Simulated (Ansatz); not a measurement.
Start from `CCBr` and change one atom or group to get `BCBr`.

Ansatz, PBE0-D4/def2-TZVP geometries, multiplicity 1. 

Scalar relativity is left out up to krypton.

```tsv
property	`CCBr`
LUMO energy (B3LYP/def2-TZVPP) / eV	-0.14
LUMO energy (ωB97M-V/def2-TZVPP) / eV	2.13
HOMO–LUMO gap (PBE/def2-TZVPP) / eV	5.66
HOMO energy (PBE0/def2-TZVPP) / eV	-7.83
HOMO–LUMO gap (ωB97M-V/def2-TZVPP) / eV	12.23
HOMO–LUMO gap (B3LYP/def2-TZVPP) / eV	7.44
```

(1) Give the same properties after the change, and the shifts. (Estimate.)

Results:

(1) Ansatz gave: 
```csv
property,`BCBr`,shift
LUMO energy (B3LYP/def2-TZVPP) / eV,-1.28,-1.14
LUMO energy (ωB97M-V/def2-TZVPP) / eV,0.90,-1.23
HOMO–LUMO gap (PBE/def2-TZVPP) / eV,5.22,-0.44
HOMO energy (PBE0/def2-TZVPP) / eV,-8.54,-0.71
HOMO–LUMO gap (ωB97M-V/def2-TZVPP) / eV,11.69,-0.54
HOMO–LUMO gap (B3LYP/def2-TZVPP) / eV,6.98,-0.46
```

With PBE0 the HOMO falls by 0.71 eV and the LUMO falls by 1.18 eV, so the gap narrows by about 0.47 eV. PBE moves the HOMO by -0.72 eV and ωB97M-V by -0.69 eV. The zero-point energy changes by -45.3 kJ/mol with -3 modes.

B3LYP here is the variant with VWN-RPA as its local correlation; programs differ in this.

Spin–orbit coupling is left out; it splits and shifts lone-pair levels of the heavy atoms by tenths of an eV.
